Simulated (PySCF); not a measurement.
# Electron correlation in Be (beryllium, neutral)

[He] 2p2, high-spin 3P determinant (an excited configuration). All numbers are calculated (PySCF 2.14, no relativity, point nucleus, in dyall-acv3z (15s9p4d2f, 76 functions)). Frozen: nothing; 4 electrons correlated; the 5 highest virtual orbitals of each spin left out.

```json
{"level": "CCSD", "correlation energy (mhartree)": "-54.75"}
{"level": "(T)", "correlation energy (mhartree)": "-0.09"}
{"level": "CCSD(T)", "correlation energy (mhartree)": "-54.84"}
```

Diagnostics: T1 = 0.0037, D1 = 0.0074, largest double amplitude 0.041.

Q: Is a single reference adequate?

A: Yes: T1 lies below 0.03 and no double amplitude reaches 0.07.
